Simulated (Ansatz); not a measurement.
Input for Ansatz (an electronic-structure program): U-CCSD(T)/def2-TZVPP on SeO, 2S+1 = 3, a spin state set in the input, which need not be the lowest, a point of a bond scan (R = 1.639 Å).

Ansatz 0.2 input:
```yaml
crystal:
  periodic: [false, false, false]
  atoms:
    - {symbol: O, position_ang: [0.00000000, 0.00000000, 0.00000000]}
    - {symbol: Se, position_ang: [0.00000000, 0.00000000, 1.63940500]}
basis:
  gaussian:
    orbitals: def2-TZVPP
    pivot_positions_ang: [[0.00000000, 0.00000000, 0.00000000], [0.00000000, 0.00000000, 1.63940500]]
magnetization: {spin_polarized: true, initial_magnetization: 2}
correlation: {method: ccsd_t, electrons: valence}
output: {orbitals: {seedname: ./end}}
```

Output:

```
WARN ansatz: RAYON_NUM_THREADS=1 ignored (pool sized by the plan → 1); use --threads N
Functional definition: HF
integrals: 0.09 GiB planned
557 factors; integrals over basis functions are off by at most 3.6e-4 eV
mean field: 0.20 GiB planned
mean field evaluation 1: about -67337.5002 eV, gradient 2.3e1 eV
mean field evaluation 2: about -67337.5015 eV, gradient 2.3e1 eV
mean field evaluation 4: about -67339.6870 eV, gradient 2.4e0 eV
mean field evaluation 8: about -67339.7536 eV, gradient 1.5e-1 eV
mean field evaluation 16: about -67339.7548 eV, gradient 4.8e-3 eV
mean field evaluation 32: about -67339.7549 eV, gradient 4.1e-3 eV
mean field evaluation 64: about -67339.7548 eV, gradient 6.4e-2 eV
mean field evaluation 96: about -67337.4174 eV, gradient 6.2e-3 eV
mean field evaluation 128: about -67337.4174 eV, gradient 9.2e-3 eV
mean field evaluation 160: about -67337.4173 eV, gradient 4.6e-2 eV
mean field evaluation 192: about -67334.3741 eV, gradient 6.2e-1 eV
mean field evaluation 224: about -67337.3588 eV, gradient 2.2e0 eV
mean field evaluation 256: about -67339.7492 eV, gradient 1.2e-1 eV
mean field evaluation 288: about -67337.4174 eV, gradient 1.2e-3 eV
mean field -67339.75487284 eV, -2474.6903470516 hartree, gradient 2.1e-8 eV, S^2 2.060903; 8 other end points of the search recorded, 0 dependent functions left out
determinant -67339.75487284 eV, -2474.6903470516 hartree, with singles and doubles -67352.84232631 eV, -2475.1713020957 hartree
determinant -67339.75484784 eV, -2474.6903461330 hartree, with singles and doubles -67352.84368549 eV, -2475.1713520445 hartree
determinant -67337.41738217 eV, -2474.6044458538 hartree, with singles and doubles -67349.17843028 eV, -2475.0366564001 hartree
determinant -67339.75487284 eV, -2474.6903470516 hartree, with singles and doubles -67352.84118511 eV, -2475.1712601572 hartree
determinant -67339.75484784 eV, -2474.6903461330 hartree, with singles and doubles -67352.84141165 eV, -2475.1712684826 hartree
10 core orbitals not correlated
reference -67339.75484784 eV, -2474.6903461330 hartree; 12, 10 occupied and 57, 59 virtual orbitals, 557 factors
second order -13.09713765 eV of doubles, -0.00000000 eV of singles
coupled cluster: 0.30 GiB planned
cycle   1  -13.08656512 eV  change   -1.3e-6 eV  update   1.3e-4
cycle   2  -13.08656428 eV  change    8.4e-7 eV  update   2.5e-5
perturbative correction -0.58455264 eV, -0.0214819133 hartree
Total energy: -67353.42596476 eV, -2475.1927504131 hartree
```

The run converged.

Cost: about 30 core-seconds (a rough figure).
